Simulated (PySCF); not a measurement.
Si(F)(H)(SMe)2 (C₂H₇FS₂Si), SMILES CS[SiH](F)SC.

Coordinates come from a B3LYP-D3(BJ)/def2-SVP optimisation. The values are those of a single conformer.

Computed with PBE/def2-TZVP (PySCF).

Isolated molecule, no solvent.

The total energy comes out as -1265.67697 hartree. The highest occupied level is -5.98 eV. The lowest empty level is -1.19 eV, the orbital gap is 4.80 eV and the dipole moment comes out as 3.05 D. The quadrupole, principal values (traceless, Buckingham form, about the centre of nuclear charge) comes out as -6.07, -2.79, 8.86 D·Å and the mean static polarisability is 91.1 bohr³ (13.51 Å³). The polarisability, principal values is 74.2, 83.5, 115.8 bohr³.
